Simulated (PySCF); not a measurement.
C₃H₄N₂, SMILES n1cc[nH]c1. Atoms are numbered in the order given.

```xyz
9

C      0.2469    -1.1419     0.0000
C     -1.0038    -0.5711     0.0000
N     -0.7754     0.7808     0.0000
C      0.5723     0.9642     0.0000
N      1.2144    -0.1767     0.0000
H      0.4945    -2.2028     0.0000
H     -2.0050    -0.9941     0.0000
H     -1.4806     1.5054     0.0000
H      1.0256     1.9558     0.0000
```
Charge 0, spin multiplicity 1.

Coordinates come from a PBE0-D3(BJ)/def2-SVP optimisation.

Method: PySCF with ωB97X/def2-TZVP.

Gas-phase values at a fixed geometry.

Computed frontier levels, gap, dipole moment and polarisability:
| Item | Result |
|---|---|
| highest occupied level | -8.94 eV |
| lowest empty level | 2.85 eV |
| orbital gap | 11.79 eV |
| dipole moment | 3.86 D |
| quadrupole, principal values (traceless, Buckingham form, about the centre of nuclear charge) | -5.93, -2.13, 8.06 D·Å |
| mean static polarisability | 44.7 bohr³ (6.62 Å³) |
| polarisability, principal values | 29.6, 50.9, 53.6 bohr³ |
